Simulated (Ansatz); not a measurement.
Relaxation of the cluster Si3W3⁻ with UKS PBE-D4/def2-SVPD.

```sh
$ ansatz run in.yaml --threads 4 --pin off --events-out ev --progress --plain --max-ram 4787MiB
```

```yaml
crystal:
  periodic: [false, false, false]
  atoms:
    - {symbol: W, position_ang: [1.324346, -0.629918, 0.095665]}
    - {symbol: W, position_ang: [-1.813169, -0.194759, -0.768678]}
    - {symbol: W, position_ang: [0.019020, 1.233384, -0.550938]}
    - {symbol: Si, position_ang: [1.243827, 1.132384, 1.765854]}
    - {symbol: Si, position_ang: [-0.001128, -1.161731, -1.993226]}
    - {symbol: Si, position_ang: [-0.772895, -0.379361, 1.451324]}
basis:
  gaussian: {orbitals: def2-SVPD}
total_charge: -1
magnetization: {spin_polarized: true, initial_magnetization: 3}
hamiltonian: {xc: pbe, dispersion: d4}
scf: {lower_state_search: "off"}
output: {orbitals: {seedname: orbitals}}
relax: {f_tol: 0.02, max_steps: 100}
```

Hardware: 4 threads of Arm Neoverse V2 on a shared host. Wall time 73 s.

Positions (Å) and forces (eV/Å) at steps 1, 2, 3, 4, 5, 6, 7, 8, 9, 10, 11 of 11:

```xyz
6
step=1 energy=-29094.4052 eV
W     1.324   -0.630    0.096   -0.293   -0.335   -0.215
W    -1.813   -0.195   -0.769   -0.616   -0.581    0.288
W     0.019    1.233   -0.551    0.701    0.538   -0.223
Si    1.244    1.132    1.766   -0.287    0.041    0.293
Si   -0.001   -1.162   -1.993    0.267    0.050   -0.406
Si   -0.773   -0.379    1.451    0.228    0.288    0.262
6
step=2 energy=-29094.5201 eV
W     1.247   -0.673    0.085   -0.119    0.336   -0.220
W    -1.778   -0.275   -0.712    0.275    0.071   -0.009
W     0.061    1.249   -0.590   -0.057   -0.628    0.178
Si    1.215    1.130    1.784   -0.074   -0.181   -0.111
Si    0.027   -1.120   -2.103    0.012    0.155    0.149
Si   -0.772   -0.311    1.536   -0.037    0.247    0.012
6
step=3 energy=-29094.5462 eV
W     1.233   -0.681    0.080    0.093    0.034   -0.058
W    -1.769   -0.306   -0.704    0.061   -0.027    0.023
W     0.053    1.219   -0.585   -0.072   -0.044   -0.024
Si    1.221    1.114    1.779    0.007   -0.118   -0.014
Si    0.043   -1.086   -2.122    0.014    0.036    0.024
Si   -0.782   -0.261    1.552   -0.103    0.120    0.049
6
step=4 energy=-29094.5570 eV
W     1.225   -0.682    0.071    0.068   -0.043    0.019
W    -1.759   -0.342   -0.695    0.086   -0.004    0.049
W     0.040    1.208   -0.587   -0.078    0.089   -0.091
Si    1.236    1.088    1.782    0.026   -0.048    0.011
Si    0.060   -1.064   -2.140   -0.010   -0.006   -0.026
Si   -0.801   -0.207    1.569   -0.093    0.011    0.038
6
step=5 energy=-29094.5640 eV
W     1.199   -0.677    0.059    0.061   -0.171    0.047
W    -1.721   -0.381   -0.676    0.039   -0.083    0.002
W     0.024    1.212   -0.598   -0.052    0.134   -0.070
Si    1.254    1.054    1.789    0.014    0.004   -0.016
Si    0.078   -1.056   -2.184   -0.033    0.094    0.063
Si   -0.833   -0.153    1.610   -0.029    0.022   -0.027
6
step=6 energy=-29094.5741 eV
W     1.164   -0.696    0.059   -0.079   -0.045   -0.067
W    -1.678   -0.448   -0.651    0.092    0.027    0.038
W     0.004    1.204   -0.610   -0.015   -0.134   -0.003
Si    1.282    1.021    1.781   -0.025    0.062    0.044
Si    0.104   -1.007   -2.232    0.003    0.065    0.007
Si   -0.876   -0.074    1.653    0.023    0.024   -0.020
6
step=7 energy=-29094.5762 eV
W     1.093   -0.738    0.051   -0.056   -0.040   -0.322
W    -1.590   -0.572   -0.595    0.030    0.085    0.099
W    -0.026    1.175   -0.636    0.086   -0.259    0.077
Si    1.321    0.967    1.773   -0.146    0.137    0.144
Si    0.152   -0.910   -2.334   -0.012    0.060    0.169
Si   -0.950    0.077    1.741    0.097    0.016   -0.167
6
step=8 energy=-29094.5875 eV
W     1.111   -0.741    0.050    0.026    0.046   -0.049
W    -1.621   -0.527   -0.606    0.028    0.062    0.005
W     0.000    1.177   -0.627   -0.040   -0.123    0.068
Si    1.294    1.005    1.775   -0.055   -0.033   -0.009
Si    0.132   -0.931   -2.294    0.022   -0.020   -0.041
Si   -0.916    0.017    1.703    0.021    0.067    0.025
6
step=9 energy=-29094.5880 eV
W     1.119   -0.738    0.032   -0.081    0.056    0.008
W    -1.608   -0.541   -0.591    0.068    0.044   -0.051
W     0.000    1.175   -0.638   -0.025   -0.142    0.120
Si    1.289    0.986    1.786   -0.031    0.006   -0.046
Si    0.133   -0.926   -2.304    0.003   -0.003   -0.037
Si   -0.932    0.044    1.716    0.065    0.039    0.006
6
step=10 energy=-29094.5898 eV
W     1.110   -0.746    0.034    0.012   -0.084    0.003
W    -1.603   -0.549   -0.592   -0.034   -0.054    0.001
W    -0.006    1.166   -0.625    0.017    0.133   -0.014
Si    1.292    0.988    1.778   -0.018    0.013    0.005
Si    0.139   -0.917   -2.313    0.006   -0.009   -0.008
Si   -0.932    0.058    1.718    0.017    0.001    0.013
6
step=11 energy=-29094.5903 eV
W     1.107   -0.751    0.033    0.003   -0.011   -0.017
W    -1.599   -0.552   -0.589   -0.012   -0.016   -0.009
W    -0.004    1.168   -0.624    0.012    0.016    0.011
Si    1.289    0.989    1.776    0.000    0.009    0.008
Si    0.140   -0.915   -2.317   -0.002   -0.004    0.004
Si   -0.933    0.060    1.722   -0.001    0.005    0.003
```

In the def2 sets W takes a core potential; there is no spin–orbit coupling. The highest occupied level of the charge -1 quartet lies above zero (up to 0.24 eV). The electron is either unbound and held by the finite basis, or the level is raised by self-interaction error. At PBE-D4/def2-SVPD a doublet of charge -1 lies 0.29 eV below the quartet, each at its own geometry. The structure comes from a short search, and lower isomers may exist.
